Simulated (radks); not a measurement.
V2+, configuration [Ne] 3s1 3p6 3d3 4s1 (not the ground configuration). All-electron calculation, non-relativistic Kohn-Sham, BLYP, spin-unpolarised, spherical densities, point nucleus. Program: a radial shooting solver on a logarithmic mesh with Libxc functionals.

Local quantities along the radius. ELF = 1/(1 + alpha^2) is the electron localisation function; alpha = (tau - tau_W)/tau_unif compares the Pauli kinetic energy density with that of the uniform gas; 4 pi r^2 rho is in e/bohr.

r (bohr)    ELF    alpha  4 pi r^2 rho
0.005568  1.000  0.01684         2.456
0.006379  1.000  0.01771         3.106
0.007308  1.000  0.01877         3.906
0.008306  1.000  0.01997         4.820
0.009517  1.000  0.02154         5.984
0.0109    0.999  0.02348         7.370
0.01249   0.999  0.02594         8.994
0.0142    0.999  0.02886         10.75
0.01627   0.999  0.03286         12.83
0.01863   0.999  0.03814         15.11
0.02135   0.998  0.04523         17.53
0.02426   0.997  0.05431         19.84
0.0278    0.995  0.06776         22.20
0.03185   0.992  0.08720         24.29
0.03649   0.987   0.1161         25.93
0.04147   0.976   0.1572         26.91
0.04751   0.952   0.2247         27.22
0.05444   0.901   0.3322         26.74
0.06237   0.798   0.5031         25.56
0.07088   0.643   0.7446         24.04
0.08121   0.458    1.089         22.37
0.09304   0.324    1.444         21.13
0.1066    0.273    1.630         20.76
0.1211    0.299    1.530         21.45
0.1388    0.402    1.219         23.26
0.159     0.557   0.8926         25.72
0.1822    0.698   0.6574         28.05
0.2071    0.784   0.5243         29.31
0.2372    0.828   0.4563         28.91
0.2718    0.829   0.4548         26.44
0.3114    0.772   0.5427         22.28
0.3539    0.619   0.7843         17.67
0.4055    0.349    1.366         13.22
0.4645    0.171    2.201         10.24
0.5322    0.154    2.346         9.138
0.6049    0.271    1.642         9.495
0.693     0.508   0.9837         10.48
0.794     0.681   0.6845         11.09
0.9096    0.740   0.5925         10.69
1.034     0.728   0.6112         9.338
1.184     0.652   0.7298         7.269
1.357     0.505   0.9900         5.122
1.555     0.316    1.470         3.347
1.767     0.180    2.131         2.177
2.024     0.118    2.733         1.407
2.319     0.121    2.698        0.9584
2.657     0.182    2.119        0.6684
3.02      0.294    1.550        0.4585
3.46      0.431    1.148        0.2778
3.964     0.526   0.9484        0.1449
4.542     0.549   0.9059       0.06267
5.162     0.496    1.007       0.02325
5.914     0.361    1.330      0.006347
6.775     0.186    2.094      0.001308
7.762     0.060    3.976     0.0001964

On this mesh the ELF has minima near r = 0.11, 0.53, 2.0 bohr, which separate the shells, and maxima near 0.27 (0.83), 0.91 (0.74), 4.5 (0.55).

Self-consistent cycle (total energy in hartree, residual of the potential): 1: -939.497867, 3e+00; 2: -940.204114, 2e+00; 3: -940.464398, 2e-01; 4: -940.465917, 1e-01; 5: -940.468798, 6e-03; 6: -940.468801, 3e-04; 7: -940.468801, 1e-04; 8: -940.468801, 3e-06; 9: -940.468801, 1e-06; 10: -940.468801, 4e-07; 11: -940.468801, 2e-07; 12: -940.468801, 5e-08; 13: -940.468801, 3e-09.
